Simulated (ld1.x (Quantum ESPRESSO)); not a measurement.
Pseudopotential generation for Yb (Z = 70): PAW, PBE, fully relativistic.

ld1.x (Quantum ESPRESSO) 7.5 input, shortened:

```
&input
   title='Yb', zed=70., rel=2, dft='PBE', iswitch=3,
   config='[Xe] 4f14 5d0 6s1 6p1', rel_dist='average'
 /
 &inputp
   pseudotype=3, lpaw=.true., tm=.true., lloc=-1, rcloc=1.35,
   nlcc=.true., new_core_ps=.true.,
   which_augfun='BESSEL', rmatch_augfun=0.50
 /
8
5S  1  0   2.00   0.00  2.00  2.15  0.0
6S  2  0   1.00   0.00  2.00  2.15  0.0
5P  2  1   6.00   0.00  2.30  2.80  0.0
6P  3  1   1.00   0.00  2.30  2.80  0.0
5D  3  2   0.00   0.00  3.15  3.65  0.0
5D  3  2   0.00   1.35  3.15  3.65  0.0
4F  4  3  14.00   0.00  0.65  0.85  0.0
4F  4  3   0.00   1.05  0.65  0.85  0.0
 &test
   configts(1)='4f14 5s2 5p6 5d0 6s1 6p1'
 /
```

Open shells are filled in proportion to 2j + 1 (rel_dist='average').

Poles of the logarithmic derivatives, all-electron (AE) and pseudo (PS). s: poles at 0.3, 4.0 (AE) and 0.3, 2.5 (PS) Ry. p3/2: poles at -2.0, 1.2 (AE) and -2.0, -1.4, 0.9, 3.6 (PS) Ry. d3/2: poles at 0.1, 2.6 (AE) and 0.1, 2.5 (PS) Ry. d5/2: poles at 0.1, 2.7 (AE) and 0.1, 2.6 (PS) Ry. f5/2: poles at 1.9 (AE) and 1.9 (PS) Ry. Test radius 3.94 bohr.

- Configuration tests: test run stopped at test 4 of 7 (negative rho)

The ghost test of this file was not conclusive.
